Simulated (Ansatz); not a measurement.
`[CH3][Mg][Br]` + H₂ → `[MgH][Br]` + CH₄ at 500 K and 1 bar (hydrogenolysis of a Mg–C bond).

Computed with Ansatz on PBE0-D4/def2-TZVP structures; ΔE is electronic, products minus reactants. CBS: MP2 limit from def2 TZ/QZ plus the TZ coupled-cluster correction, frozen cores. This one scheme is used for every species. For Br, Mg outer-core shells are correlated without core-valence functions, which leaves a few kJ/mol of doubt a bond. Scalar relativity is left out up to krypton.

| species | CCSD(T)/CBS energy (Eh) | H − E (kJ/mol) | S (J/(mol·K)) |
| --- | --- | --- | --- |
| `[CH3][Mg][Br]` | -2813.14753 | 125.5 | 342.0 |
| H₂ | -1.17544 | 41.0 | 145.5 |
| `[MgH][Br]` | -2773.87245 | 38.1 | 278.1 |
| CH₄ | -40.46206 | 135.6 | 206.8 |

H − E and S are ideal-gas, rigid-rotor, harmonic terms from PBE0-D4/def2-TZVP. The MP2-based limit puts H₂ 0.8 mEh under its directly extrapolated value; such offsets cancel only in part. 1 Eh = 2625.50 kJ/mol, R = 8.31446 J/(mol·K).

By hand: ΔE, ΔH, ΔS and ΔG.

ΔE = (-2773.87245) + (-40.46206) − (-2813.14753) − (-1.17544) = -0.01154 Eh = -30.3 kJ/mol. Δ(H − E) = 38.1 + 135.6 − 125.5 − 41.0 = 7.2, so ΔH = -23.1 kJ/mol. ΔS = 278.1 + 206.8 − 342.0 − 145.5 = -2.6 J/(mol·K). ΔG = -23.1 − 500 × (-2.6)/1000 = -21.8 kJ/mol.

By hand: the equilibrium constant, and the temperature at which ΔG would vanish if ΔH and ΔS stayed fixed.

log₁₀ K = −ΔG/(RT ln 10) = 2.3. ΔG = 0 at ΔH/ΔS = 8885 K, far beyond where these terms or the molecules hold.

The number of gas molecules stays the same, so ΔS is small and ΔH decides. A doubt of 5 kJ/mol in ΔE shifts log₁₀ K by 0.5 here. These are equilibria of isolated gas molecules and say nothing of rates. Largest T1 diagnostic: 0.007 (customary marks: 0.02 for closed shells, 0.045 for open ones).
